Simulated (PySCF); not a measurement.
H2O2S2, SMILES OSSO. Atoms are numbered in the order given.

```xyz
6

O      1.8568     0.4196    -0.6945
S      0.9207    -0.4141     0.4427
S     -0.9207     0.4141     0.4427
O     -1.8568    -0.4196    -0.6945
H      1.7944    -0.0745    -1.5273
H     -1.7944     0.0745    -1.5273
```

The structure is a stationary point at B3LYP-D3(BJ)/def2-SVP. Other conformers were not sampled.

Two levels are set side by side: PBE/pcSseg-2 (PySCF) and B3LYP/pcSseg-2 (PySCF). GIAO shifts against H2O (¹⁷O), H2S (³³S), TMS (¹H) at the same level; non-relativistic, no solvent, atoms listed together averaged. Differences are taken from unrounded values.

| quantity | PBE |
|---|---|
| δ(¹⁷O) of O1, O4 (ppm) | 90.0 |
| δ(³³S) of S2, S3 (ppm) | 821.0 |
| δ(¹H) of H5, H6 (ppm) | 3.50 |

Q: These are the PBE values. What does B3LYP give? (An estimate is asked for; the answer gives what the named calculation found.)

A: 
```
quantity                B3LYP  PBE minus B3LYP
----------------------  -----  ---------------
δ(¹⁷O) of O1, O4 (ppm)   78.5             11.5
δ(³³S) of S2, S3 (ppm)  823.2             -2.1
δ(¹H) of H5, H6 (ppm)    3.64            -0.14
```

Rough cost on one machine, each run with all the roots and properties that it gave: B3LYP against PBE within a factor of 2.
